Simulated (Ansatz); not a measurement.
Reaction (formal exchange of groups at the Si–Sn bond): `[SiH3][SnH2][SiH3]` + `[SiH3]B[SiH3]` → `[SiH3]B[SiH2][SiH3]` + `[SiH3][SnH3]`

Gas-phase electronic energies from Ansatz, PBE0-D4/def2-TZVP geometries. CBS: MP2 limit from def2 TZ/QZ plus the TZ coupled-cluster correction, frozen cores. DFT in def2-TZVPP. Elements past krypton have def2 core potentials. For Sn outer-core shells are correlated without core-valence functions, which leaves a few kJ/mol of doubt a bond. Each species was taken in one conformer, which may not be the lowest.

```json
{"level": "PBE0-D4", "ΔE (kJ/mol)": "11.9", "difference from CCSD(T)/CBS": "-8.7"}
{"level": "ωB97M-V", "ΔE (kJ/mol)": "17.7", "difference from CCSD(T)/CBS": "-2.9"}
{"level": "B2PLYP", "ΔE (kJ/mol)": "19.5", "difference from CCSD(T)/CBS": "-1.1"}
{"level": "r2SCAN", "ΔE (kJ/mol)": "11.5", "difference from CCSD(T)/CBS": "-9.1"}
{"level": "HF/def2-TZVPP", "ΔE (kJ/mol)": "27.9", "difference from CCSD(T)/CBS": "7.3"}
{"level": "MP2/def2-TZVPP", "ΔE (kJ/mol)": "21.1", "difference from CCSD(T)/CBS": "0.5"}
{"level": "CCSD(T)/def2-TZVPP", "ΔE (kJ/mol)": "16.2", "difference from CCSD(T)/CBS": "-4.4"}
{"level": "HF/CBS(def2)", "ΔE (kJ/mol)": "28.1", "difference from CCSD(T)/CBS": "7.5"}
{"level": "MP2/CBS(def2)", "ΔE (kJ/mol)": "25.5", "difference from CCSD(T)/CBS": "4.9"}
{"level": "CCSD/CBS(def2)", "ΔE (kJ/mol)": "23.0", "difference from CCSD(T)/CBS": "2.4"}
{"level": "CCSD(T)/CBS", "ΔE (kJ/mol)": "20.6", "difference from CCSD(T)/CBS": "0"}
```

Largest T1 diagnostic among the species: 0.015.

From PBE to PBE0 (25 % exact exchange), in def2-TZVPP and without D4, ΔE moves by +3.3 kJ/mol. In def2-TZVPP, CCSD(T) changes the Hartree–Fock value by −11.7 kJ/mol (the triples alone add −2.4 kJ/mol) and MP2 by −6.8 kJ/mol. The D4 term adds −3.4 kJ/mol with B3LYP and −1.9 kJ/mol with PBE0; it sums over pairs of atoms, weighted by their polarisabilities, and B3LYP, whose exchange is more repulsive, gets the larger term.

B3LYP here is the variant with VWN-RPA as its local correlation; programs differ in this.
